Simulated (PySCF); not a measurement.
C5H10, SMILES `C=CCCC` (C–C–C–C torsion 120°, C–C–C–C torsion -65°), neutral singlet in the gas phase. 

Cartesian coordinates (Å):
SMILES: C=CCCC
```xyz
15

C     -2.2236     0.2033     0.4291
C     -1.2707    -0.4140    -0.2550
C     -0.1625     0.2574    -0.9949
C      1.2236    -0.1411    -0.4867
C      1.4927     0.3140     0.9369
H     -3.0013    -0.3467     0.9462
H     -2.2609     1.2868     0.4918
H     -1.2684    -1.5035    -0.2873
H     -0.2350    -0.0055    -2.0571
H     -0.2828     1.3442    -0.9289
H      1.9784     0.2798    -1.1585
H      1.3294    -1.2300    -0.5538
H      0.7624    -0.1070     1.6317
H      2.4885     0.0123     1.2693
H      1.4303     1.4032     1.0172
```
Charge 0, spin multiplicity 1.

All levels are single points at this geometry (PBE0-D4/def2-TZVP); Pople sets use spherical d functions. Orbital energies aren't observables, and empty levels follow the basis.

```csv
level,HOMO (eV),LUMO (eV),gap (eV),dipole (D),"vertical IE, Delta-SCF (eV)"
B3LYP-D3(BJ)/def2-TZVP in PySCF,-7.13,0.12,7.25,0.42,–
PBE0-D4/def2-TZVP in PySCF,-7.35,0.37,7.72,0.43,–
B3LYP/6-311+G** in PySCF,-7.14,-0.09,7.06,0.43,–
B3LYP/6-31G* in PySCF,-6.81,0.75,7.56,0.33,9.34
M06-2X/6-31G* in PySCF,-8.35,1.86,10.21,0.31,–
HF/STO-3G in PySCF,-8.34,8.83,17.16,0.28,–
```
